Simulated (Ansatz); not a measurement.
An input meant for [ZnCl4]2- (ZnCl₄²⁻) (charge -2, singlet; atoms displaced at random, 0.03 Å in each coordinate).

```yaml
crystal:
  periodic: [false, false, false]
  atoms:
    - {symbol: Zn, position_ang: [-0.024245, 0.008444, -0.010800]}
    - {symbol: Cl, position_ang: [-0.000207, -0.039883, 2.377455]}
    - {symbol: Cl, position_ang: [2.225052, 0.001711, -0.765490]}
    - {symbol: Cl, position_ang: [-1.154568, 1.904253, -0.781884]}
    - {symbol: Cl, position_ang: [-1.092267, -1.897633, -0.766491]}
basis:
  gaussian: {orbitals: 6-31G}
total_charge: -2
hamiltonian: {xc: {name: HF}}
correlation: {method: mp2, frozen_orbitals: {Zn: 9}}
scf: {omitted_lower_state_checks: [starts]}
```

```sh
$ ansatz run in.yaml --threads 2 --pin off --events-out ev --progress --plain --max-ram 4352MiB
```

It prints (some lines left out):

```
Functional definition: HF
Error: "frozen_orbitals" has no count for Cl
```

Something in this input is off. What?

Frozen orbitals are typed for one element alone, and the program wants a count for each (the count typed has to fit that element's core, too). The input was rejected before any iteration.
